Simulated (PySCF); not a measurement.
PySCF run on InSi

Input:

```python
from pyscf import gto, scf, mp

mol = gto.M(
    atom='In 0 0 0; Si 0 0 2.38',
    basis='sbkjc',
    ecp={'In': 'sbkjc', 'Si': 'sbkjc'},
    charge=0,
    spin=3,
    verbose=4,
)
mf = scf.UHF(mol)
mf.kernel()
mp.MP2(mf, frozen=4).kernel()
mf.dip_moment()
print('orbital energies (hartree):', [e[max(0, n-3):n+3].round(4) for e, n in zip(mf.mo_energy, mol.nelec)])
```

```bash
$ python input.py
```

Output (some set-up lines and the per-cycle HOMO/LUMO lines with their warnings removed):

```
PySCF version 2.14.0

[INPUT] Symbol           X                Y                Z      unit          X                Y                Z       unit  Magmom
[INPUT]  1 In     0.000000000000   0.000000000000   0.000000000000 AA    0.000000000000   0.000000000000   0.000000000000 Bohr   0.0
[INPUT]  2 Si     0.000000000000   0.000000000000   2.380000000000 AA    0.000000000000   0.000000000000   4.497548176465 Bohr   0.0

nuclear repulsion = 18.6768427383529
number of shells = 15
number of NR pGTOs = 73
number of NR cGTOs = 39
basis = sbkjc
ecp = {'In': 'sbkjc', 'Si': 'sbkjc'}

******** <class 'pyscf.scf.uhf.UHF'> ********
method = UHF
initial guess = minao
damping factor = 0
level_shift factor = 0
DIIS = <class 'pyscf.scf.diis.CDIIS'>
SCF conv_tol = 1e-09
SCF max_cycles = 50
number electrons alpha = 14  beta = 11
init E= -161.045008952565

cycle= 1 E= -177.203839051941  delta_E= -16.2  |g|= 6.26  |ddm|= 5.62

cycle= 2 E= -181.472739478314  delta_E= -4.27  |g|= 5.36  |ddm|=  8.3
cycle= 3 E= -191.704065434095  delta_E= -10.2  |g|= 0.754  |ddm|= 6.75
cycle= 4 E= -191.828249333676  delta_E= -0.124  |g|= 0.322  |ddm|= 1.29
cycle= 5 E= -191.926678444499  delta_E= -0.0984  |g|= 0.0591  |ddm|= 0.613
cycle= 6 E= -191.933408171231  delta_E= -0.00673  |g|= 0.0286  |ddm|= 0.204
cycle= 7 E= -191.937297861804  delta_E= -0.00389  |g|= 0.0171  |ddm|= 0.158
cycle= 8 E= -191.939699591496  delta_E= -0.0024  |g|= 0.0123  |ddm|= 0.113
cycle= 9 E= -191.941609494416  delta_E= -0.00191  |g|= 0.00643  |ddm|= 0.138
cycle= 10 E= -191.942098999393  delta_E= -0.00049  |g|= 0.00234  |ddm|= 0.0959
cycle= 11 E= -191.942142035314  delta_E= -4.3e-05  |g|= 0.000597  |ddm|= 0.0341
cycle= 12 E= -191.942143892851  delta_E= -1.86e-06  |g|= 0.000133  |ddm|= 0.00749
cycle= 13 E= -191.942143945609  delta_E= -5.28e-08  |g|= 4.91e-05  |ddm|= 0.00128
cycle= 14 E= -191.94214395385  delta_E= -8.24e-09  |g|= 1.91e-05  |ddm|= 0.000655
cycle= 15 E= -191.942143955983  delta_E= -2.13e-09  |g|= 6.61e-06  |ddm|= 0.000248
cycle= 16 E= -191.942143956196  delta_E= -2.13e-10  |g|= 1.16e-06  |ddm|= 5.66e-05
Extra cycle  E= -191.942143956199  delta_E= -2.96e-12  |g|= 5.88e-07  |ddm|= 4.65e-06
converged SCF energy = -191.942143956199  <S^2> = 3.765499  2S+1 = 4.007742

******** <class 'pyscf.mp.ump2.UMP2'> ********
nocc = (np.int64(10), np.int64(7)), nmo = (35, 35)
frozen orbitals 4
E(UMP2) = -192.085873883265  E_corr = -0.143729927065849
E(SCS-UMP2) = -192.077634302779  E_corr = -0.135490346580281
E_corr(same-spin) = -0.0426756529600813
E_corr(oppo-spin) = -0.101054274105767
Dipole moment(X, Y, Z, Debye):  0.00000, -0.00000, -2.03414
orbital energies (hartree): [array([-0.291 , -0.291 , -0.2747,  0.0452,  0.0452,  0.16  ]), array([-1.0244, -0.5179, -0.3095,  0.0162,  0.0162,  0.0297])]
```

In short: E(SCF) = -191.942144 Eh, E(MP2) − E(SCF) = -0.14373 Eh, ⟨S²⟩ = 3.765, μz(SCF) = -2.03 D.

Wall time 0.7 s on one thread of a shared host.

The bond length is a typed value, not an optimised one. No search for the lowest solution was made.
